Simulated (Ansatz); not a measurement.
Stepwise reaction of `[SeH][SnH2][SeH]` with hydrogen sulfide, as a gas-phase model of exchange steps in deposition or etching. ΔE in kJ/mol; ΔG adds harmonic PBE0-D4 terms to CCSD(T)/CBS, at 1 bar.

Isolated molecules relaxed with PBE0-D4/def2-TZVP in Ansatz; ΔE leaves out vibrations. CCSD(T)/CBS is the MP2 limit (def2-TZVPP, def2-QZVPP) plus CCSD(T) − MP2 in def2-TZVPP, frozen cores. This one scheme is used for every species. DFT in def2-TZVPP. B3LYP here is the variant with VWN-RPA as its local correlation; programs differ in this. def2 core potentials past Kr. For Se, Sn outer-core shells are correlated without core-valence functions, which leaves a few kJ/mol of doubt a bond. Scalar relativity is left out up to krypton. One conformer a species, not always the lowest.

```tsv
step	reaction	PBE-D4	B3LYP-D4	ωB97M-V	CCSD(T)/CBS	ΔG(500 K)
2	`[SH][SnH2][SeH]` + H₂S → `[SH][SnH2][SH]` + H₂Se	16.9	18.2	17.2	20.0	15.1
```

Question: Give the row of step 1, `[SeH][SnH2][SeH]` + H₂S → `[SH][SnH2][SeH]` + H₂Se. (Estimate.)

Answer: Ansatz gave: 
```csv
step,reaction,PBE-D4,B3LYP-D4,ωB97M-V,CCSD(T)/CBS,ΔG(500 K)
1,`[SeH][SnH2][SeH]` + H₂S → `[SH][SnH2][SeH]` + H₂Se,17.0,18.2,16.9,20.1,20.2
```

Question: By hand: ΔE of the 2 steps together at CCSD(T)/CBS.

Answer: (20.1) + (20.0) = 40.1 kJ/mol, or 20.1 kJ/mol a step.

In ΔE the steps differ by no more than 0.1 kJ/mol. All are uphill at CCSD(T)/CBS. ΔG lies between 15.1 and 20.2 kJ/mol a step. PBE-D4 differs from CCSD(T)/CBS by -3.1 to -3.1 kJ/mol a step. Isolated molecules leave out the surface, adducts and barriers. Largest T1 diagnostic: 0.012.
